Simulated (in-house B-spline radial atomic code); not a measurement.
**OEP/ALDAx excitations of the krypton ion Kr⁸⁺**

Method: OEP/ALDAx. Computed with an all-electron radial atomic-structure program (B-spline basis): linear response of the closed shell [Ar] 3d10 with the adiabatic LDA exchange kernel on the exchange-only optimised effective potential; scalar-relativistic (spin-free one-electron X2C), finite nucleus, no spin-orbit coupling, no double excitations, S, P, D and F terms only. Only terms of natural parity with L up to 3 were computed.

Command:
```bash
python run_td.py task.json out
```
Settings (radii: box in bohr, nucleus in fm):
```
Z                        36
electrons                28
configuration            [Ar] 3d10
hamiltonian              x2c
method                   oep
box_radius               11.59
rms_radius               4.1884
intervals                101
```

Cost of the run: 2.3 s on 1 thread of Arm Neoverse N1, with other jobs on the host.

The lowest states, in the order of their Tamm-Dancoff energies; the method's threshold (minus the highest occupied level) is 235.82 eV. Labels give the largest channel, * marks a mixed state, and oscillator strengths are full-response dipole values. Semilocal kernels can invert the small singlet-triplet splittings of Rydberg terms. Energies in eV:

```json
{"state": "3d → 4s 3D", "full response": "84.81", "Tamm-Dancoff": "84.82", "oscillator strength": "-"}
{"state": "3d → 4s 1D", "full response": "?", "Tamm-Dancoff": "?", "oscillator strength": "-"}
{"state": "3d → 4p 3P", "full response": "104.41", "Tamm-Dancoff": "104.43", "oscillator strength": "-"}
{"state": "3d → 4p 3F", "full response": "104.84", "Tamm-Dancoff": "104.85", "oscillator strength": "-"}
{"state": "3d → 4p 1F", "full response": "105.61", "Tamm-Dancoff": "105.62", "oscillator strength": "-"}
{"state": "3d → 4p 1P", "full response": "107.01", "Tamm-Dancoff": "107.11", "oscillator strength": "0.564"}
{"state": "3d → 4d 3S", "full response": "134.08", "Tamm-Dancoff": "134.14", "oscillator strength": "-"}
{"state": "3d → 4d 3D", "full response": "135.84", "Tamm-Dancoff": "135.85", "oscillator strength": "-"}
{"state": "3d → 4d 1D", "full response": "137.00", "Tamm-Dancoff": "137.02", "oscillator strength": "-"}
{"state": "3d → 4d 1S", "full response": "145.10", "Tamm-Dancoff": "146.18", "oscillator strength": "-"}
{"state": "3d → 5s 3D", "full response": "156.64", "Tamm-Dancoff": "156.65", "oscillator strength": "-"}
{"state": "3d → 5s 1D", "full response": "156.93", "Tamm-Dancoff": "156.93", "oscillator strength": "-"}
{"state": "3d → 4f 3P", "full response": "161.94", "Tamm-Dancoff": "161.95", "oscillator strength": "-"}
{"state": "3d → 4f 3F", "full response": "162.46", "Tamm-Dancoff": "162.46", "oscillator strength": "-"}
{"state": "3d → 4f 1F", "full response": "162.88", "Tamm-Dancoff": "162.88", "oscillator strength": "-"}
{"state": "3d → 5p 3P", "full response": "164.63", "Tamm-Dancoff": "164.63", "oscillator strength": "-"}
{"state": "3d → 5p 3F", "full response": "164.75", "Tamm-Dancoff": "164.76", "oscillator strength": "-"}
{"state": "3d → 4f 1P", "full response": "164.80", "Tamm-Dancoff": "164.94", "oscillator strength": "1.31"}
{"state": "3d → 5p 1F", "full response": "165.00", "Tamm-Dancoff": "165.00", "oscillator strength": "-"}
{"state": "3d → 5p 1P", "full response": "165.48", "Tamm-Dancoff": "165.51", "oscillator strength": "0.451"}
{"state": "3d → 5d 3S", "full response": "176.97", "Tamm-Dancoff": "176.99", "oscillator strength": "-"}
{"state": "3d → 5d 3D", "full response": "?", "Tamm-Dancoff": "?", "oscillator strength": "-"}
```

(1) Where does 3d → 4s 1D lie?

(2) Where does 3d → 5d 3D lie?

(3) How large is the singlet-triplet splitting of 3d → 4s (D terms) in Tamm-Dancoff?

(4) What polarisabilities and dispersion coefficient does the method give?

## Answers

(1) At 85.79 eV in full response, 85.80 eV in Tamm-Dancoff.

(2) At 177.58 eV in full response, 177.58 eV in Tamm-Dancoff.

(3) 0.974 eV, from the unrounded values.

(4) Dipole 0.2036 bohr³, quadrupole 0.1335 bohr⁵, C6 0.2366 hartree·bohr⁶ for two such species.
